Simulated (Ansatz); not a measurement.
Coupled-cluster run, C₂H₅FOSi (`C=C(F)[SiH2]O`).

```yaml
crystal:
  periodic: [false, false, false]
  atoms:
    - {symbol: C, position_ang: [1.635143, -0.056771, -0.410805]}
    - {symbol: C, position_ang: [0.629032, -0.677237, 0.183087]}
    - {symbol: F, position_ang: [0.864803, -1.820103, 0.871722]}
    - {symbol: Si, position_ang: [-1.170345, -0.139394, 0.194737]}
    - {symbol: O, position_ang: [-1.316834, 1.343110, -0.500855]}
    - {symbol: H, position_ang: [1.439182, 0.847616, -0.971891]}
    - {symbol: H, position_ang: [2.650747, -0.433678, -0.363087]}
    - {symbol: H, position_ang: [-1.986239, -1.072032, -0.614343]}
    - {symbol: H, position_ang: [-1.632105, -0.146100, 1.608253]}
    - {symbol: H, position_ang: [-1.030283, 2.103490, 0.006383]}
basis:
  gaussian: {orbitals: def2-TZVPP}
correlation: {method: ccsd_t}
```

```sh
$ ansatz run in.yaml --threads 4 --pin off --events-out ev --progress --plain --max-ram 10444MiB
```

The program prints (abridged):

```
Functional definition: HF
1430 factors; integrals over basis functions are off by at most 7.6e-4 eV
mean field evaluation 1: about -14744.8010 eV, gradient 4.3e1 eV
mean field evaluation 2: about -14745.0744 eV, gradient 4.4e1 eV
mean field evaluation 4: about -14749.1255 eV, gradient 4.3e0 eV
mean field evaluation 8: about -14749.2000 eV, gradient 3.0e-1 eV
mean field evaluation 16: about -14749.2006 eV, gradient 1.7e-6 eV
mean field -14749.20060407 eV, -542.0231248322 hartree, gradient 1.7e-6 eV, S^2 0.000000; 0 other end points of the search recorded, 0 dependent functions left out
9 core orbitals not correlated: weight in the atoms' cores, before any rotation towards them, 1.000 or more for the frozen orbitals, at most 0.000 for the correlated occupied ones
reference -14749.20060407 eV, -542.0231248322 hartree; 15, 15 occupied and 212, 212 virtual orbitals, 1430 factors
second order -25.22920785 eV of doubles, -0.00000000 eV of singles
cycle   1  -25.39534723 eV  change   -1.7e-1 eV  update   1.1e-1
cycle   2  -25.99176456 eV  change   -6.0e-1 eV  update   3.4e-2
cycle   3  -26.14242135 eV  change   -1.5e-1 eV  update   1.8e-2
cycle   4  -26.13056785 eV  change    1.2e-2 eV  update   4.2e-3
cycle   5  -26.12804472 eV  change    2.5e-3 eV  update   1.9e-3
cycle   6  -26.12955539 eV  change   -1.5e-3 eV  update   5.0e-4
cycle   7  -26.12938725 eV  change    1.7e-4 eV  update   2.0e-4
cycle   8  -26.12929201 eV  change    9.5e-5 eV  update   6.5e-5
cycle   9  -26.12930385 eV  change   -1.2e-5 eV  update   2.9e-5
perturbative correction -0.98533072 eV, -0.0362102363 hartree
Total energy: -14776.31523864 eV, -543.0195692739 hartree
```

Run time 2.4 min (4 threads of an Arm Neoverse V1 on a shared host); peak host memory 4.5 GiB.

The correlation energy is -27.115 eV, 3.6 % of it from (T); the T1 diagnostic reads 0.0123.
